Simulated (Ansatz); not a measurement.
`C[Si](F)(F)[SiH3]` + H–F → `F[Si](F)(F)[SiH3]` + CH₄ at 600 K and 1 bar (ligand exchange at the Si–C bond).

Gas-phase electronic energies from Ansatz, PBE0-D4/def2-TZVP geometries. CBS: MP2 limit from def2 TZ/QZ plus the TZ coupled-cluster correction, frozen cores. This one scheme is used for every species.

```tsv
species	CCSD(T)/CBS energy (Eh)	H − E (kJ/mol)	S (J/(mol·K))
`C[Si](F)(F)[SiH3]`	-819.55181	248.2	474.8
H–F	-100.39570	42.3	194.0
`F[Si](F)(F)[SiH3]`	-879.54323	149.4	428.2
CH₄	-40.46206	140.4	215.7
```

H − E and S are ideal-gas, rigid-rotor, harmonic terms from PBE0-D4/def2-TZVP. 1 Eh = 2625.50 kJ/mol, R = 8.31446 J/(mol·K).

By hand: ΔE, ΔH, ΔS and ΔG.

ΔE = (-879.54323) + (-40.46206) − (-819.55181) − (-100.39570) = -0.05778 Eh = -151.7 kJ/mol. Δ(H − E) = 149.4 + 140.4 − 248.2 − 42.3 = -0.7, so ΔH = -152.4 kJ/mol. ΔS = 428.2 + 215.7 − 474.8 − 194.0 = -24.9 J/(mol·K). ΔG = -152.4 − 600 × (-24.9)/1000 = -137.5 kJ/mol.

By hand: the equilibrium constant, and the temperature at which ΔG would vanish if ΔH and ΔS stayed fixed.

log₁₀ K = −ΔG/(RT ln 10) = 12.0. ΔG = 0 at ΔH/ΔS = 6120 K, far beyond where these terms or the molecules hold.

ΔH outweighs TΔS. A doubt of 5 kJ/mol in ΔE shifts log₁₀ K by 0.4 here. These are equilibria of isolated gas molecules and say nothing of rates. Largest T1 diagnostic: 0.013 (customary marks: 0.02 for closed shells, 0.045 for open ones).
